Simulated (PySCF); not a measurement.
**Bond curve of BeF**

Set-up: Be pcseg-2, F pcseg-2; no relativity (PySCF 2.14). Energies in eV from Be + F in their ground configurations at the same level. State: ²Σ⁺ (doublet), unpaired electrons σ ↑.

| R (Å) | UHF-SCS-MP2 | UHF | CAM-B3LYP | r²SCANh |
| --- | --- | --- | --- | --- |
| 1.178 | -5.151 | -4.018 | -5.214 | -5.241 |
| 1.233 | -5.685 | -4.538 | -5.742 | -5.777 |
| 1.288 | -5.988 | -4.817 | -6.034 | -6.076 |
| 1.329 | -6.101 | -4.907 | -6.138 | -6.183 |
| 1.370 | -6.138 | -4.921 | -6.165 | -6.213 |
| 1.411 | -6.115 | -4.873 | -6.132 | -6.184 |
| 1.466 | -6.012 | -4.738 | -6.017 | -6.073 |
| 1.534 | -5.800 | -4.486 | -5.793 | -5.852 |
| 1.617 | -5.466 | -4.109 | -5.449 | -5.512 |
| 1.726 | -4.950 | -3.542 | -4.926 | -4.993 |

Task: Put a parabola through the three lowest points of the UHF-SCS-MP2 curve and estimate Re, k and ωe (reduced mass 6.113 u; 1 eV/Å² = 0.16022 mdyn/Å; ωe = 1302.8·√(k/μ) cm⁻¹).

Result: Through R = 1.329, 1.37, 1.411 Å the second-order coefficient is 17.8 eV/Å², so Re ≈ 1.375 Å, k ≈ 5.72 mdyn/Å and ωe ≈ 1260 cm⁻¹. A polynomial fit of higher order to the unrounded UHF-SCS-MP2 energies gives Re = 1.373 Å, k = 5.59 mdyn/Å, ωe = 1246 cm⁻¹; anharmonicity and rounding make the difference.

The higher-order fit for each curve: UHF-SCS-MP2: Re = 1.373 Å, ωe = 1246 cm⁻¹, De = 6.14 eV; UHF: Re = 1.357 Å, ωe = 1312 cm⁻¹, De = 4.92 eV; CAM-B3LYP: Re = 1.366 Å, ωe = 1267 cm⁻¹, De = 6.17 eV; r²SCANh: Re = 1.369 Å, ωe = 1263 cm⁻¹, De = 6.21 eV.

Correlated steps freeze 1 core orbital. The state was picked by a PBE0 search and need not be the measured ground state.
